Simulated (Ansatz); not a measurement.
Reaction (cleavage of the Al–Ge bond): `[Cl][Al]([Cl])[GeH3]` + `N=C=O` → `O=C=[N][Al]([Cl])[Cl]` + GeH₄

Computed with Ansatz on PBE0-D4/def2-TZVP structures; ΔE is electronic, products minus reactants. CCSD(T)/CBS adds triple-zeta CCSD(T) − MP2 to the extrapolated MP2 energy (def2 sets, frozen cores). This one scheme is used for every species. Functionals use def2-TZVPP. B3LYP here is the variant with VWN-RPA as its local correlation; programs differ in this. HSE06 is defined as in plane-wave codes. For Ge outer-core shells are correlated without core-valence functions, which leaves a few kJ/mol of doubt a bond. Scalar relativity is left out up to krypton. One conformer a species, not always the lowest.

`[Cl][Al]([Cl])[GeH3]`:

```xyz
7

Cl   -2.560   -0.066   -1.534
Al   -0.880    0.772   -0.616
Cl   -0.675    2.848   -0.726
Ge    0.764   -0.646    0.532
H     0.082   -1.436    1.662
H     1.366   -1.660   -0.454
H     1.904    0.188    1.136
```

`N=C=O`:

Cartesian coordinates in Å:
```
N 0.389 -0.512 -0.415
C -0.340 0.355 0.004
O -1.088 1.201 0.275
H 1.039 -1.043 0.136
```

`O=C=[N][Al]([Cl])[Cl]`:

Cartesian coordinates in Å:
```
O -0.203 2.850 0.850
C -0.125 1.739 0.518
N -0.044 0.595 0.175
Al 0.077 -1.072 -0.320
Cl -0.993 -1.738 -1.959
Cl 1.288 -2.373 0.736
```

GeH₄:

Z-matrix (Å, degrees):
```
Ge
H 1 1.534
H 1 1.534 2 109.5
H 1 1.534 2 109.5 3 -120.0
H 1 1.534 2 109.5 3 120.0
```

```
             level  ΔE (kJ/mol)  difference from CCSD(T)/CBS
       LDA (SPW92)        -84.9                         18.0
            PBE-D4        -83.3                         19.6
         revPBE-D4        -88.0                         14.9
           BLYP-D4        -98.2                          4.7
            B97M-V       -113.4                        -10.5
           PBE0-D4        -92.8                         10.1
          B3LYP-D4       -104.4                         -1.5
        r2SCANh-D4       -104.2                         -1.3
        r2SCAN0-D4       -106.4                         -3.5
          HSE06-D4        -92.4                         10.5
          BHLYP-D4       -114.2                        -11.3
      CAM-B3LYP-D4       -111.2                         -8.3
           ωB97X-V       -105.2                         -2.3
           ωB97M-V       -104.9                         -2.0
          PBE-QIDH       -104.7                         -1.8
               PBE        -82.8                         20.1
            revPBE        -82.9                         20.0
              BLYP        -96.5                          6.4
            r2SCAN       -102.5                          0.4
             B3LYP       -103.9                         -1.0
           r2SCANh       -104.0                         -1.1
           r2SCAN0       -106.2                         -3.3
             HSE06        -92.3                         10.6
             BHLYP       -115.8                        -12.9
         CAM-B3LYP       -111.2                         -8.3
           LC-ωPBE       -104.2                         -1.3
RPA@PBE/def2-TZVPP       -103.6                         -0.7
       HF/def2-SVP       -140.8                        -37.9
      MP2/def2-SVP       -124.3                        -21.4
     CCSD/def2-SVP       -120.8                        -17.9
  CCSD(T)/def2-SVP       -117.5                        -14.6
    MP2/def2-TZVPP       -112.7                         -9.8
SCS-MP2/def2-TZVPP       -115.1                        -12.2
CCSD(T)/def2-TZVPP       -106.4                         -3.5
     HF/def2-QZVPP       -132.1                        -29.2
    MP2/def2-QZVPP       -111.1                         -8.2
SCS-MP2/def2-QZVPP       -114.1                        -11.2
      HF/CBS(def2)       -132.3                        -29.4
     MP2/CBS(def2)       -109.2                         -6.3
    CCSD/CBS(def2)       -106.4                         -3.5
       CCSD(T)/CBS       -102.9                            0
```

Largest T1 diagnostic among the species: 0.018.

At CCSD(T), def2-SVP lies −14.5 kJ/mol from the extrapolated value and def2-TZVPP −3.5 kJ/mol. From BLYP to BHLYP (50 % exact exchange), in def2-TZVPP and without D4, ΔE moves by −19.4 kJ/mol.
